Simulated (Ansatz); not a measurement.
## Molecular dynamics of C3H10ClNSi

The input (input.yaml):

```yaml
crystal:
  periodic: [false, false, false]
  atoms:
    - { symbol: Si, position_ang: [0.023391, -0.100879, 0.074658] }
    - { symbol: "N", position_ang: [0.225366, -0.418461, 1.793527] }
    - { symbol: C, position_ang: [-1.028959, -0.609751, 2.599047] }
    - { symbol: H, position_ang: [-1.697059, -1.326374, 2.079686] }
    - { symbol: H, position_ang: [-0.764033, -1.033671, 3.591479] }
    - { symbol: H, position_ang: [-1.594746, 0.338031, 2.772457] }
    - { symbol: C, position_ang: [1.174493, 0.499472, 2.512754] }
    - { symbol: H, position_ang: [1.427389, 0.061345, 3.502301] }
    - { symbol: H, position_ang: [2.108417, 0.598653, 1.922208] }
    - { symbol: H, position_ang: [0.758723, 1.521707, 2.687716] }
    - { symbol: H, position_ang: [1.360964, 0.004732, -0.496305] }
    - { symbol: Cl, position_ang: [-0.931542, 1.777974, -0.31547] }
    - { symbol: C, position_ang: [-1.023364, -1.436962, -0.723573] }
    - { symbol: H, position_ang: [-2.063438, -1.412953, -0.359397] }
    - { symbol: H, position_ang: [-1.045846, -1.301736, -1.817789] }
    - { symbol: H, position_ang: [-0.603157, -2.434428, -0.508499] }
basis:
  gaussian: { orbitals: STO-3G }
hamiltonian:
  xc: pbe
  dispersion: d4
md:
  timestep: 0.5
  n_steps: 250
  ensemble: nvt_nose_hoover
  temperature: 400.0
  initial_velocities: maxwell_boltzmann
  seed: 793973
  temperature_schedule:
    - { n_steps: 62, end_temperature: 400.0 }
    - { n_steps: 188, end_temperature: 1200.0 }
```

Launched with:

```bash
$ ansatz run input.yaml --threads 1 --pin off --max-ram 2048MiB --backend cpu --events-out ev --progress --plain --runs-dir out
```

It starts from a relaxed structure.

Output, in part (step lines, the closing report, with atoms numbered from 0):

```
md step     0: t =     0.00 fs  T =   400.0 K (target 400.0 K)  F+E_penalty+E_count = -24865.12132465 eV  E_kin = 0.723856 eV  conserved = -24864.39746866 eV  (22 SCF iters)
[... lines left out ...]
Total energy: -24864.39940685 eV, -913.7498245065 hartree
Atom 0 at    -0.014228    -0.029852     0.104107 Å, force     1.265688    -0.994677    -0.410810 eV/Å
Atom 1 at     0.160058    -0.318195     1.814889 Å, force    -0.217944     0.084570    -0.280387 eV/Å
Atom 2 at    -0.982935    -0.709192     2.692602 Å, force     0.067177     0.685224    -1.614992 eV/Å
Atom 3 at    -1.753191    -1.125833     2.022530 Å, force    -0.291255    -0.394206     0.111994 eV/Å
Atom 4 at    -0.568135    -1.491664     3.329045 Å, force    -0.420704    -0.338663     1.203880 eV/Å
Atom 5 at    -1.446543     0.173574     3.192781 Å, force     0.184260    -0.316341     0.600242 eV/Å
Atom 6 at     1.220446     0.375993     2.571344 Å, force     0.704410    -1.111588     1.324657 eV/Å
Atom 7 at     1.609779    -0.245928     3.460836 Å, force    -1.323988     1.062760    -0.513589 eV/Å
Atom 8 at     2.126546     0.470717     2.029006 Å, force     1.702170    -0.354724    -2.058275 eV/Å
Atom 9 at     1.053228     1.437366     2.777498 Å, force    -0.929532     0.598216     1.201192 eV/Å
Atom 10 at     1.465159     0.018011    -0.229541 Å, force    -1.315773     0.173671    -0.309255 eV/Å
Atom 11 at    -0.949480     1.812402    -0.425217 Å, force    -0.022432     0.122312    -0.053693 eV/Å
Atom 12 at    -0.995082    -1.490743    -0.709399 Å, force     1.373137    -0.022103     1.343840 eV/Å
Atom 13 at    -2.071295    -1.424439    -0.514274 Å, force    -0.262264     0.088020    -0.258872 eV/Å
Atom 14 at    -0.765718    -1.696271    -1.764812 Å, force    -0.193079     0.550063    -0.224173 eV/Å
Atom 15 at    -0.609068    -2.386188    -0.168688 Å, force    -0.319872     0.167466    -0.061759 eV/Å
Dipole moment:     0.177175    -0.510955     0.250960 e Å
```

The steps, from the saved trajectory:

| time (fs) | T (K) | potential energy less start (eV) | conserved less start (meV/atom) |
| --- | --- | --- | --- |
| 0.0 | 400 | 0.000 | 0.00 |
| 4.0 | 182 | 0.398 | 0.22 |
| 8.0 | 146 | 0.466 | 0.30 |
| 12.0 | 229 | 0.316 | 0.21 |
| 16.0 | 164 | 0.435 | 0.18 |
| 20.0 | 326 | 0.141 | 0.05 |
| 24.0 | 193 | 0.388 | 0.21 |
| 28.0 | 130 | 0.506 | 0.28 |
| 32.0 | 216 | 0.353 | 0.19 |
| 36.0 | 150 | 0.478 | 0.21 |
| 40.0 | 271 | 0.262 | 0.12 |
| 44.0 | 210 | 0.381 | 0.18 |
| 48.0 | 167 | 0.467 | 0.23 |
| 52.0 | 232 | 0.357 | 0.20 |
| 56.0 | 170 | 0.479 | 0.26 |
| 60.0 | 261 | 0.323 | 0.17 |
| 64.0 | 243 | 0.367 | 0.14 |
| 68.0 | 194 | 0.467 | 0.22 |
| 72.0 | 224 | 0.426 | 0.26 |
| 76.0 | 205 | 0.473 | 0.29 |
| 80.0 | 280 | 0.351 | 0.17 |
| 84.0 | 202 | 0.507 | 0.17 |
| 88.0 | 206 | 0.510 | 0.24 |
| 92.0 | 228 | 0.486 | 0.27 |
| 96.0 | 220 | 0.515 | 0.27 |
| 100.0 | 323 | 0.342 | 0.20 |
| 104.0 | 166 | 0.642 | 0.26 |
| 108.0 | 215 | 0.562 | 0.24 |
| 112.0 | 337 | 0.356 | 0.20 |
| 116.0 | 219 | 0.584 | 0.30 |
| 120.0 | 334 | 0.389 | 0.26 |
| 124.0 | 226 | 0.601 | 0.30 |

The run went to its last step. The conserved energy stayed within 0.36 meV per atom of its start (net change 0.36 meV per atom), so the integration is sound. The schedule's set-point averaged 934 K over the second half and the system 242 K, so it lags behind the ramp. A run of 0.12 ps of so small a system gives no equilibrium averages. Limits of this set-up: minimal basis.

The same pairs are bonded in the first frame and the last. Pairs count as bonded within 1.25 times the sum of covalent radii (0.12 Å more for H–H).

Last frame:

```xyz
16
Properties=species:S:1:pos:R:3
Si -0.014 -0.030 0.104
N 0.160 -0.318 1.815
C -0.983 -0.709 2.693
H -1.753 -1.126 2.022
H -0.568 -1.492 3.329
H -1.446 0.174 3.193
C 1.220 0.376 2.571
H 1.610 -0.246 3.461
H 2.127 0.471 2.029
H 1.053 1.437 2.777
H 1.465 0.018 -0.230
Cl -0.950 1.812 -0.425
C -0.995 -1.491 -0.709
H -2.071 -1.424 -0.514
H -0.766 -1.696 -1.765
H -0.609 -2.386 -0.169
```

Time of the run: 17 min on 1 thread of Arm Neoverse V1, on a shared host, peak memory 0.11 GiB.
